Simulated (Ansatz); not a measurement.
Cost and result for the atomization energy of CH4AlNOS (9 atoms, 9 bonds).

Cartesian coordinates in Å:
```
N 0.062 -0.386 -2.133
C 0.118 -0.416 -0.885
O -0.235 0.770 -0.210
S 0.531 -1.581 0.336
Al -0.023 0.211 1.664
H 0.326 -1.269 -2.555
H -0.500 1.466 -0.827
H 1.181 1.027 2.284
H -1.459 0.178 2.325
```

Charge 0, multiplicity 1. The bonds changed during the relaxation, so this is another structure than the one it started from. All single points use the PBE0-D4/def2-TZVP geometry. It is one conformer, not always the lowest. Program: Ansatz. All runs use 4 threads of an Arm Neoverse V2 on a shared host. Times are those of one run each, without the atoms' runs, and a repeat can differ threefold. Electronic energies, without spin–orbit coupling; frozen cores. CCSD(T)/CBS adds CCSD(T) − MP2 in def2-TZVPP to the MP2 limit, and its time is that of the two runs behind it. T1 = 0.014. B3LYP takes the VWN-RPA correlation (the form of Gaussian; ORCA's B3LYP/G).

CCSD(T)/CBS is a level of theory with its own doubt, some kJ/mol a heavy atom from the limit and from the frozen cores, so smaller differences don't rank the functionals.

```
                             level  functions  wall time
   PBE-D4/def2-TZVPP (with forces)        233      1.8 s
                PBE0-D4/def2-TZVPP        233      2.2 s
 B3LYP-D4/def2-TZVPP (with forces)        233      3.3 s
r2SCAN-D4/def2-TZVPP (with forces)        233      3.7 s
                 B2PLYP/def2-TZVPP        233      4.2 s
                ωB97X-V/def2-TZVPP        233        6 s
  ωB97M-V/def2-TZVPP (with forces)        233        9 s
                    MP2/def2-QZVPP        431       17 s
                CCSD(T)/def2-TZVPP        233       82 s
                 CCSD(T)/CBS(def2)          –       98 s
```

What atomization energy does each give, and how far from CCSD(T)/CBS? (Estimate.)

The calculation gave: 
| level | atomization (kJ/mol) | difference from CCSD(T)/CBS | per bond |
| --- | --- | --- | --- |
| PBE-D4/def2-TZVPP (with forces) | 3267.5 | 100.8 | 11.2 |
| PBE0-D4/def2-TZVPP | 3169.8 | 3.1 | 0.3 |
| B3LYP-D4/def2-TZVPP (with forces) | 3161.6 | -5.1 | -0.6 |
| r2SCAN-D4/def2-TZVPP (with forces) | 3186.0 | 19.3 | 2.1 |
| B2PLYP/def2-TZVPP | 3122.6 | -44.1 | -4.9 |
| ωB97X-V/def2-TZVPP | 3188.8 | 22.1 | 2.5 |
| ωB97M-V/def2-TZVPP (with forces) | 3190.3 | 23.6 | 2.6 |
| MP2/def2-QZVPP | 3206.5 | 39.8 | 4.4 |
| CCSD(T)/def2-TZVPP | 3057.1 | -109.6 | -12.2 |
| CCSD(T)/CBS(def2) | 3166.7 | 0.0 | 0.0 |

In def2-TZVPP, CCSD(T) changes the Hartree–Fock value by +958.0 kJ/mol (the triples alone add +71.6 kJ/mol) and MP2 by +1042.4 kJ/mol; breaking electron pairs costs correlation energy, which Hartree–Fock lacks. The D4 term adds +35.9 kJ/mol with B3LYP and +18.6 kJ/mol with PBE0; it sums over pairs of atoms, weighted by their polarisabilities, and B3LYP, whose exchange is more repulsive, gets the larger term. From PBE to PBE0 (25 % exact exchange), in def2-TZVPP and without D4, the atomization energy moves by −94.3 kJ/mol: exact exchange takes away binding that semilocal exchange gives to molecules.
